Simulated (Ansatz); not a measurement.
Z-matrix (Å, degrees):
```
Al
C 1 2.390
C 1 2.052 2 88.2
C 1 1.956 2 103.7 3 117.4
C 1 2.390 2 29.5 3 1.3
H 1 1.592 2 101.0 3 -116.2
H 2 1.065 1 117.5 3 177.4
O 3 1.516 1 102.4 2 2.2
H 3 1.091 1 117.4 2 -111.9
H 3 1.091 1 117.1 2 115.8
H 4 1.094 1 112.3 2 -56.4
H 4 1.094 1 112.1 2 65.0
H 4 1.096 1 110.5 2 -176.2
```

Total charge 0; spin multiplicity 1.

(1) List the B3LYP/def2-TZVPP orbital energies in eV (Ansatz 0.2.0). (Estimate.)

Answers

(1) The calculation gave: Occupied: -1523.68, -522.75, -279.77, -278.00, -277.62, -275.67, -111.66, -72.38, -72.23, -72.19, -30.68, -21.73, -19.39, -18.15, -15.55, -14.42, -13.68, -13.41, -10.73, -10.56, -10.48, -10.43, -8.63, -7.95, -7.70, -7.16. Lowest empty: -1.05, 0.26, 0.71, 0.93, 1.09, 1.90, 2.00, 2.38.

B3LYP here is the variant with VWN-RPA as its local correlation; programs differ in this.
